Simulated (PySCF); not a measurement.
# Structure from NMR data

Molecular formula: C9H14Si. Simulated spectra:

1H NMR (600 MHz, computed): δ 5.31 (m, 1H), 5.21 (m, 1H), 4.87 (m, 1H), 4.57 (m, 1H), 2.75 (m, 1H), 2.45 (m, 1H), 2.08 (s, 3H), 2.01 (s, 3H), 1.85 (m, 1H), 1.44 (m, 1H).

13C{1H} NMR (computed): δ 170.2 (C), 114.4 (CH2), 88.8 (C), 85.6 (C), 50.5 (CH), 30.2 (CH), 29.7 (CH3), 16.7 (CH2), 5.4 (CH3).

All values are calculated (PySCF): PBE0/pcSseg-1 with gauge-including orbitals, GFN2-xTB structure. Rapidly exchanging positions averaged, single conformer, isolated molecule, no relativistic terms.

δ = σ(ref) − σ, references computed at the same level: 1H (σref 31.72), 13C (σref 186.93) vs TMS.

Task: Which candidate is it?
A. CCC1=C[SiH2]C=C1C1CC1
B. C=C(C)[C@@H]1C[SiH2][C@H]1C#CC
C. C=C(C)C1=C[SiH2][C@H]2C[C@@H]1C2
D. C[Si](C)(C)c1ccccc1
E. C=C[C@@]1(C)CC[Si@H]1C#CC

Result: B. 

1. Rings plus π bonds: 4 (1 ring in the answer).
2. 9 carbon signals for 9 carbons: no two carbons are equivalent.
3. Carbon types of the structure: 3 × C, 2 × CH, 2 × CH2, 2 × CH3, leaving 2 H on heteroatoms.
4. δC 170.2: fully substituted alkene carbon.
5. δC 114.4: terminal =CH2 carbon; the olefinic region.
6. δC 88.8, 85.6: alkyne carbon; sp carbons lie upfield of alkene carbons because the cylindrical π system leaves one tensor component strongly shielded.
7. δC 5.4: propargylic methyl carbon; aliphatic region, no heteroatom directly attached.
8. δH 2.75: hydrogen on an allylic sp3 CH; allylic position.

The others: C=C(C)C1=C[SiH2][C@H]2C[C@@H]1C2 would give 8 carbon signals, not 9; CCC1=C[SiH2]C=C1C1CC1 would give 8 carbon signals, not 9; C=C[C@@]1(C)CC[Si@H]1C#CC has carbons computed at 157.3, 117.9, 110.5, 83.9, 41.3, 37.0, 21.7, 9.3, 6.1, with a different DEPT pattern; C[Si](C)(C)c1ccccc1 would give 5 carbon signals, not 9.

Shifts are as computed. Against solution values, carbons near 30 ppm lie about +3 ppm off and those near 130 ppm about +5 ppm. Of 1211 compounds with measured shifts, 218 miss one by over three times the rms of a fit or turn the order of signals round; such compounds aren't used in these exercises. Multiplicities follow the n + 1 count of equivalent neighbours, as no J values were calculated; m marks all less simple cases, F and P coupling included.
